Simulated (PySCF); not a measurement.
# Core-level binding energies of (Cl3Si)2S

Species: (Cl3Si)2S.
Z-matrix (Å and degrees, PBE0-D3(BJ)/def2-SVP geometry), rows numbered from 1:
```
Si
Cl  1  2.0379
Cl  1  2.0393  2  109.04
Cl  1  2.0365  2  109.00  3  -119.39
S   1  2.1317  2  111.59  3   124.59
Si  5  2.1312  1  103.38  2   -81.77
Cl  6  2.0379  5  105.18  1   160.15
Cl  6  2.0375  5  111.94  1   -81.68
Cl  6  2.0402  5  112.43  1    40.82
```

Level of theory: PySCF, delta-SCF UKS SCAN, pcX-2 on the ionised atom, pcseg-1 elsewhere, spin-free X2C. Each binding energy is the total energy of the core-ionised species, with the hole localised on one atom, minus that of the ground state; both are solved self-consistently, so orbital relaxation is included.

What binding energy does each computed site have?

```
 atom(s)                   environment     level  binding energy (eV)  2p1/2 (eV)  count
Cl2 (×6)         chlorine bonded to Si     Cl 1s              2829.36           –      6
      S5         sulfur bonded to 2 Si      S 1s              2477.74           –      1
 Si1/Si6  silicon bonded to 3 Cl and S     Si 1s              1850.22           –      2
Cl2 (×6)         chlorine bonded to Si  Cl 2p3/2               206.78      208.43      6
 Si1/Si6  silicon bonded to 3 Cl and S  Si 2p3/2               110.04      110.67      2
```

Which photon energy gives electrons from Cl 1s of Cl2 (atom 2) (×6) a kinetic energy of 200 eV, and what is their de Broglie wavelength?

hν = 2829.36 + 200 = 3029.36 eV, recoil neglected; λ = 12.264 Å/√(E/eV) = 0.87 Å.

Which effective nuclear charge Zeff reproduces each element's mean 1s value in the hydrogen-like formula E = 13.606 eV × Zeff²?

Si (Z = 14): mean 1850.2 eV, Zeff = 11.66, Z − Zeff = 2.34; S (Z = 16): mean 2477.7 eV, Zeff = 13.49, Z − Zeff = 2.51; Cl (Z = 17): mean 2829.4 eV, Zeff = 14.42, Z − Zeff = 2.58. Means run over the listed sites, weighted by atom count.

Topologically equivalent atoms share the value of their first member; where this conformer doesn't relate them by symmetry, their own values could differ. Not every level is listed. The 2p values aren't plain energy differences: one relaxed spin-free 2p hole is combined with a matrix within the shell (ground-state 2p orbital-energy differences and spin–orbit coupling). 2p3/2, the mean of its two sublevels, lies a third of the splitting below the shell's mean and 2p1/2 two thirds above it; the statistical areas are 2:1. 2p1/2 minus 2p3/2 (ligand field included): Si 0.62 eV, Cl 1.65 eV. Geometry: PBE0-D3(BJ)/def2-SVP; no solvent, vibrations or thermal averaging.
